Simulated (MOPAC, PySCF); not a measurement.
CH$_{3}$NO, SMILES `C(=O)N`, neutral singlet in the gas phase. 

Z-matrix (Å, degrees):
```
C
O 1 1.2093
N 1 1.3564 2 124.95
H 3 1.0045 1 121.30 2 179.99
H 3 1.0072 4 119.31 1 179.99
H 1 1.1056 2 122.74 3 -180.00
```
Charge 0, multiplicity 1.

All levels are single points at this geometry (B3LYP-D3(BJ)/def2-TZVP); Pople sets use spherical d functions. Orbital energies aren't observables, and empty levels follow the basis.

```tsv
level	HOMO (eV)	LUMO (eV)	gap (eV)	dipole (D)	vertical IE, Delta-SCF (eV)
B3LYP-D3(BJ)/def2-TZVP in PySCF	-7.36	0.26	7.62	3.97	10.30
PBE-D3(BJ)/def2-TZVP in PySCF	-5.95	-0.58	5.37	3.84	10.20
B3LYP/3-21G in PySCF	-6.56	1.25	7.81	3.71	–
B3LYP/6-311+G** in PySCF	-7.46	-0.18	7.28	4.05	–
BP86/6-31G* in PySCF	-5.59	-0.09	5.50	3.72	–
M06-2X/6-31G* in PySCF	-8.92	2.24	11.16	3.88	–
PBE/6-31G* in PySCF	-5.46	0.01	5.47	3.69	9.96
SVWN5/6-31G* in PySCF	-5.57	-0.21	5.36	3.78	–
HF/3-21G in PySCF	-10.94	5.82	16.76	4.07	–
HF/6-31G* in PySCF	-11.25	5.59	16.84	4.19	–
AM1 in MOPAC	-10.71	1.77	12.48	3.55	–
PM3 in MOPAC	-9.96	1.50	11.47	3.63	–
PM6 in MOPAC	-10.62	0.97	11.59	4.15	–
```
